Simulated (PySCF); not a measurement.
Isomers C$_{7}$H$_{11}$FOSi:

A. SMILES CO[Si@H]1CC(C2CC2)=C1F
B. `C=C(C)C1=C(F)[Si@@H](OC)C1`
C. `InChI=1S/C7H11FOSi/c1-7(10-2)3-5-9-6-4-8/h3-6H,1,10H2,2H3/b5-3-,6-4+`
D. SMILES C([SiH2]O/C(=C/C#CC)C)F

Spectrum 1. 1H NMR (400 MHz, computed): δ 5.15 (s, 1H), 5.15 (m, 2H), 5.06 (m, 2H), 2.27 (s, 3H), 2.23 (s, 3H). 13C{1H} NMR (computed): δ 167.1 (C), 99.4 (C), 98.1 (CH), 82.3 (C), 76.9 (CH2), 19.2 (CH3), 5.9 (CH3).

Spectrum 2. 1H NMR (400 MHz, computed): δ 7.22 (m, 1H), 7.10 (m, 1H), 6.17 (d, 1H), 6.08 (br s, 1H), 5.84 (d, 1H), 5.59 (br s, 1H), 4.73 (q, 2H), 0.14 (t, 3H). 13C{1H} NMR (computed): δ 148.0 (C), 147.8 (CH), 145.2 (CH), 142.3 (CH), 135.6 (CH2), 126.5 (CH), -6.2 (CH3).

Spectrum 3. 1H NMR (400 MHz, computed): δ 5.43 (m, 1H), 3.99 (s, 3H), 2.11 (m, 1H), 0.93 (m, 1H), 0.81 (m, 1H), 0.77 (m, 1H), 0.75 (m, 1H), 0.69 (m, 1H), 0.67 (m, 1H). 13C{1H} NMR (computed): δ 172.0 (C), 148.3 (C), 54.1 (CH3), 12.5 (CH), 12.0 (CH2), 6.7 (CH2), 6.0 (CH2).

Spectrum 4. 1H NMR (400 MHz, computed): δ 5.49 (m, 1H), 5.37 (m, 1H), 5.24 (m, 1H), 4.00 (s, 3H), 2.24 (s, 3H), 1.42 (m, 1H), 1.31 (m, 1H). 13C{1H} NMR (computed): δ 173.7 (C), 147.1 (C), 143.2 (C), 122.5 (CH2), 54.2 (CH3), 25.0 (CH3), 15.6 (CH2).

How the numbers were obtained: shieldings: GIAO PBE0/pcSseg-1, coordinates at the GFN2-xTB level, in PySCF 2.14 (gas phase, one averaged value for each set of equivalent atoms, relativity neglected, one computed conformer).

Referencing at the same level of theory: 1H, 13C against TMS. Splittings of carbon signals by F and P are missing where no couplings were computed. Where no couplings were computed, multiplicities follow the n + 1 count of equivalent neighbours, and m marks all less simple cases (inequivalent or close neighbours, rings, F or P nearby). Shifts are as computed. Against solution values, carbons near 30 ppm lie about +3 ppm off and those near 130 ppm about +5 ppm. Of 1211 compounds with measured shifts, 218 miss one by over three times the rms of a fit or turn the order of signals round; such compounds aren't used in these exercises.

Q: Which spectrum belongs to which compound?

A: 1–D, 2–C, 3–A, 4–B.

- Spectrum 1 (D): 7 13C signals; δC 167.1 is an alkene carbon bearing oxygen; δC 99.4 is an alkyne carbon.
- Spectrum 2 (C): 7 13C signals; δC 148.0 is a fully substituted alkene carbon; δC 145.2 is an alkene carbon bearing oxygen.
- Spectrum 3 (A): 7 13C signals; δC 148.3 is a fully substituted alkene carbon; δC 54.1 is a methyl carbon bonded to O.
- Spectrum 4 (B): 7 13C signals; δC 147.1 is a fully substituted alkene carbon; δC 143.2 is a fully substituted alkene carbon.
